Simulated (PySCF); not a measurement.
BH3NO (calculated)

All values are calculated (PySCF 2.14.0). Calculation on a computer-drawn molecule: vertical ionisation energy to the stated ion spin, frozen-core CCSD(T) at the basis limit and cheaper methods, single-reference cases, UHF for radicals, no spin-orbit; all values are single points at the evaluated structure, the first of each entry, which is the reference or a displaced copy of it and isn't optimised; the reference structure only sets the zero of the energies above reference; triples share is (T) over the correlation energy.

Common to all runs: charge 1; multiplicity 1; ion multiplicity 2; diffuse functions no; basis cc-pVnZ; reference is the Hartree-Fock double-zeta minimum; best is HF at quadruple zeta + MP2 correlation extrapolated from triple and quadruple zeta + CCSD(T) minus MP2 at triple zeta; basis step is the size of the change from the same recipe one zeta lower.

(1) BH3NO

Evaluated structure:
```xyz
6
BH3NO
N      0.1112    -0.7645     1.7817
B     -1.0165    -0.6088     1.2481
O     -1.8592    -0.4737     0.3961
H      0.4733    -1.5025     1.8756
H      0.6316     0.1037     2.3140
H     -2.8011    -0.7152     0.4867
```

Reference structure:
```xyz
6
BH3NO
N      0.2221    -0.5950     1.7700
B     -0.8870    -0.5336     1.0461
O     -1.8982    -0.4616     0.3025
H      0.7377    -1.4509     1.8994
H      0.6243     0.2150     2.2142
H     -2.8101    -0.5731     0.5663
```

- ionisation energy best: 19.1 eV
- ionisation energy basis step: 0.04354 eV
- energy above reference best: 44.19 kcal/mol
- energy above reference basis step: 0.9281 kcal/mol
- ionisation energy Koopmans at triple zeta: 19.72 eV
- ionisation energy EOM CCSD at triple zeta: 18.99 eV
- total energy HF triple zeta: -155.5561 hartree
- total energy CCSD(T) triple zeta: -156.1050 hartree
- total energy best: -156.1851 hartree
- T1 diagnostic at triple zeta: 0.0124
- D1 diagnostic at triple zeta: 0.03249
- ion T1 diagnostic at triple zeta: 0.02347
- ion D1 diagnostic at triple zeta: 0.1075
- ion spin squared at triple zeta: 0.7594
- triples share at triple zeta: 0.03507
- basis functions triple zeta: 132

Drawn bonds:
```tsv
atom	other atom	order
1	2	1
2	3	1
1	4	1
1	5	1
3	6	1
```

Triple zeta:
```tsv
method	ionisation energy (eV)	energy above reference (kcal/mol)
HF	17.64	44.02
PBE	18.85	45.3
r2SCAN	18.79	43.95
B3LYP	18.98	43.98
wB97X	18.98	44.79
MP2	19.05	45.33
CCSD	18.9	45.03
CCSD(T)	18.94	45.39
```

(2) BH3NO

Evaluated structure:
```xyz
6
BH3NO
N      0.1112    -0.7645     1.7817
B     -1.0165    -0.6088     1.2481
O     -1.8592    -0.4737     0.3961
H      0.4733    -1.5025     1.8756
H      0.5934     0.0399     2.2749
H     -2.8011    -0.7152     0.4867
```

Reference structure:
```xyz
6
BH3NO
N      0.2221    -0.5950     1.7700
B     -0.8870    -0.5336     1.0461
O     -1.8982    -0.4616     0.3025
H      0.7377    -1.4509     1.8994
H      0.6243     0.2150     2.2142
H     -2.8101    -0.5731     0.5663
```

- ionisation energy best: 19.23 eV
- ionisation energy basis step: 0.04433 eV
- energy above reference best: 38.59 kcal/mol
- energy above reference basis step: 0.9569 kcal/mol
- ionisation energy Koopmans at triple zeta: 19.82 eV
- ionisation energy EOM CCSD at triple zeta: 19.13 eV
- total energy HF triple zeta: -155.5669 hartree
- total energy CCSD(T) triple zeta: -156.1139 hartree
- total energy best: -156.1940 hartree
- T1 diagnostic at triple zeta: 0.0123
- D1 diagnostic at triple zeta: 0.03241
- ion T1 diagnostic at triple zeta: 0.02372
- ion D1 diagnostic at triple zeta: 0.1096
- ion spin squared at triple zeta: 0.7586
- triples share at triple zeta: 0.03468
- basis functions triple zeta: 132

Drawn bonds:
```tsv
atom	other atom	order
1	2	1
2	3	1
1	4	1
1	5	1
3	6	1
```

Triple zeta:
```tsv
method	ionisation energy (eV)	energy above reference (kcal/mol)
HF	17.79	37.22
PBE	18.98	40.52
r2SCAN	18.92	38.53
B3LYP	19.11	38.66
wB97X	19.12	39.1
MP2	19.18	39.64
CCSD	19.03	39.29
CCSD(T)	19.07	39.83
```

(3) BH3NO

Evaluated structure:
```xyz
6
BH3NO
N      0.1112    -0.7645     1.7817
B     -1.0165    -0.6088     1.2481
O     -1.8592    -0.4737     0.3961
H      0.4733    -1.5025     1.8756
H      0.6280     0.0976     2.3103
H     -2.8011    -0.7152     0.4867
```

Reference structure:
```xyz
6
BH3NO
N      0.2221    -0.5950     1.7700
B     -0.8870    -0.5336     1.0461
O     -1.8982    -0.4616     0.3025
H      0.7377    -1.4509     1.8994
H      0.6243     0.2150     2.2142
H     -2.8101    -0.5731     0.5663
```

- ionisation energy best: 19.11 eV
- ionisation energy basis step: 0.04364 eV
- energy above reference best: 43.49 kcal/mol
- energy above reference basis step: 0.9301 kcal/mol
- ionisation energy Koopmans at triple zeta: 19.73 eV
- ionisation energy EOM CCSD at triple zeta: 19 eV
- total energy HF triple zeta: -155.5574 hartree
- total energy CCSD(T) triple zeta: -156.1061 hartree
- total energy best: -156.1862 hartree
- T1 diagnostic at triple zeta: 0.01239
- D1 diagnostic at triple zeta: 0.03248
- ion T1 diagnostic at triple zeta: 0.02349
- ion D1 diagnostic at triple zeta: 0.1077
- ion spin squared at triple zeta: 0.7593
- triples share at triple zeta: 0.03503
- basis functions triple zeta: 132

Drawn bonds:
```tsv
atom	other atom	order
1	2	1
2	3	1
1	4	1
1	5	1
3	6	1
```

Triple zeta:
```tsv
method	ionisation energy (eV)	energy above reference (kcal/mol)
HF	17.65	43.21
PBE	18.86	44.68
r2SCAN	18.81	43.27
B3LYP	18.99	43.32
wB97X	18.99	44.08
MP2	19.07	44.62
CCSD	18.91	44.32
CCSD(T)	18.95	44.69
```
